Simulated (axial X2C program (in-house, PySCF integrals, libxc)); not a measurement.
# Worked dissociation energy of CoTe⁺: TPSSh, spin-free

Calculated with an in-house relativistic program for diatomic molecules. Spin-free means the one-electron spin-free X2C Hamiltonian. Basis: Te dyall-cv3z [11s12p8d4f1g], Co dyall-cv3z [9s10p6d3f2g] (cores contracted in-house); Gaussian nuclei, density fitting, unrestricted open shells. Masses: Te 129.906 u, Co 58.933 u.

Molecular state: M_S = 2, Λ = 2 (beyond evenly filled blocks: σα, π+α, π-α, δ+α, δ+β, δ-α).

- E(Te) (2M_S = 2, M_L = 0): -6793.510999 hartree
- E(Co+) (2M_S = 2, M_L = 0): -1392.991870 hartree
- E(CoTe⁺) at Re: -8186.611997 hartree
- ωe: 272.8 cm⁻¹
- ωexe: 0.886 cm⁻¹

(1) Work out De and D0.

The state is one determinant whose occupation by symmetry is held fixed; it was picked as the lowest of a PBE0 search that is not exhaustive. De is counted from the lowest determinant-based energies of the atoms at the same level, without counterpoise correction. Other states lie close and PBE0, whose exact exchange favours high spin, may order them wrongly; the determinant shown need not be the ground state. The nearest other spin-free determinant of the search, M_S = 2, Λ = 3, lies 0.48 eV up at the distance of the search. Without a current term, density functionals place determinants with orbital angular momentum somewhat too high. Spin-free De lacks the spin–orbit lowering of the heavy p-block atom, a tenth of an eV or more for 4p and 5p, up to an eV for 6p and one to two eV for 7p atoms, less what an open-shell molecule gains itself.

Each atomic determinant is the lowest at this level and need not be a pure term. Totals compare only within one Hamiltonian and basis.

## Answers

(1) De = -6793.510999 + (-1392.991870) − (-8186.611997) = 0.10913 hartree = 2.970 eV. The zero-point energy is ωe/2 − ωexe/4 = 136 cm⁻¹ = 0.017 eV, so D0 = 2.953 eV.
